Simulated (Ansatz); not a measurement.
The inner images of a band of AlF₃H₂ (6 atoms, charge 0, multiplicity 1) are given out of order.

Level of theory: RKS BHLYP/def2-SVP in Ansatz.

First end point:

```xyz
6
Properties=species:S:1:pos:R:3
Al 0.004 0.081 0.112
H 0.000 0.687 1.554
F 1.409 0.061 -0.756
F -1.411 -0.008 -0.736
F 0.055 -1.817 0.758
H 0.070 -1.902 1.680
```

Last end point:

```xyz
6
Properties=species:S:1:pos:R:3
Al 0.019 -0.602 -0.197
H 0.014 0.164 1.788
F 1.409 0.197 -0.529
F -1.412 0.131 -0.504
F 0.060 -2.206 0.139
H 0.038 -0.584 1.915
```

Put them in order from the first end to the last, with their energies above the first end.
A.
```xyz
6
Properties=species:S:1:pos:R:3
Al 0.011 -0.199 0.016
H 0.020 0.046 1.680
F 1.423 0.144 -0.744
F -1.427 0.080 -0.720
F 0.056 -1.868 0.798
H 0.045 -1.102 1.581
```
B.
```xyz
6
Properties=species:S:1:pos:R:3
Al 0.008 -0.059 0.060
H 0.014 0.229 1.632
F 1.419 0.123 -0.767
F -1.424 0.053 -0.743
F 0.058 -1.871 0.809
H 0.052 -1.374 1.622
```
C.
```xyz
6
Properties=species:S:1:pos:R:3
Al 0.017 -0.512 -0.162
H 0.020 0.042 1.822
F 1.407 0.213 -0.635
F -1.412 0.148 -0.612
F 0.059 -2.068 0.385
H 0.038 -0.721 1.813
```
D.
```xyz
6
Properties=species:S:1:pos:R:3
Al 0.015 -0.369 -0.060
H 0.022 -0.036 1.759
F 1.416 0.185 -0.702
F -1.421 0.121 -0.680
F 0.056 -1.936 0.612
H 0.040 -0.866 1.683
```
E.
```xyz
6
Properties=species:S:1:pos:R:3
Al 0.006 0.021 0.085
H 0.008 0.450 1.598
F 1.411 0.094 -0.776
F -1.415 0.023 -0.754
F 0.058 -1.847 0.776
H 0.060 -1.640 1.683
```

E (+0.04 eV), B (+0.17 eV), A (+0.36 eV), D (-0.36 eV), C (-0.91 eV).

Run time: 83 s on 1 thread of Arm Neoverse V2 (shared host), peak memory 0.12 GiB.
